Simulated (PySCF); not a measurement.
W(O)2(OH) (HO3W), SMILES [OH][W+](=[O])=[O], charge +1, multiplicity 1.

Coordinates come from a PBE-D3(BJ)/def2-SVP optimisation. The multiplicity is an assumed one; other spin states were not compared. The isomer is the one that the SMILES or the coordinates give; other isomers of the formula were not compared. The def2 effective core potentials stand for the cores of W; spin–orbit coupling is left out. One conformer was computed; it need not be the lowest.

These are PBE-D3(BJ)/def2-SVP (PySCF) values and carry that method's errors.

Frequencies are harmonic and unscaled.

**Question.** List the normal modes with their intensities. (Estimate from the structure and the level; the computed values follow.)

**Answer.** 
```csv
mode,ν (cm⁻¹),IR (km/mol),moving atoms (share of kinetic energy)
1,202,186.7,H 93 %
2,267,23.2,"O 74 %, W 14 %, H 13 %"
3,289,18.3,O 94 %
4,385,0.6,O 93 %
5,600,210.6,"H 72 %, O 27 %"
6,813,26.6,"O 78 %, H 13 %, W 10 %"
7,992,75.7,"O 90 %, W 10 %"
8,1033,22.3,O 94 %
9,3649,607.0,H 94 %
```
